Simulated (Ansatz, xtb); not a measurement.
FSbSi: where a starting geometry ends

The starting geometry of this gas-phase singlet has its atoms placed at random.

| atom | x (Å) | y (Å) | z (Å) |
| --- | --- | --- | --- |
| F | -0.8313 | 0.7984 | -0.8854 |
| Sb | -0.3411 | -1.2165 | -1.1918 |
| Si | 1.6983 | 0.1180 | -0.0888 |

Task: One run relaxed it with r2SCAN-D4/def2-SVP. What is a likely outcome?

Result: It ends as a structure with F1 bridging Sb2 and Si3, given below by its coordinates. Distances that change by over a tenth: F1–Sb2 (2.10 → 2.32 Å). Contacts that close: F1–Si3 (2.74 → 1.79 Å).

The energy falls by 1.02 eV over 6 steps:

```tsv
step	E − E(last) (eV)
1	1.022
2	0.697
3	0.357
4	0.083
5	0.002
6	0.000
```

Final geometry (Å):

```xyz
3

F    -0.3984    0.8546   -0.7068
Sb   -0.2965   -1.4016   -1.2201
Si    1.2207    0.2469   -0.2391
```

From the same start GFN2-xTB ends elsewhere, differing in F1–Si3 (2.74 against 1.79 Å here).

From so rough a start the end depends on the optimiser's path, so another program may land elsewhere. No frequencies were run, so the end isn't proven a minimum. Atoms past krypton carry core potentials, without spin–orbit terms. Run with Ansatz 0.2.0, 5.4 s on 2 threads of Intel(R) Xeon(R) 6975P-C (Granite Rapids) (shared host).
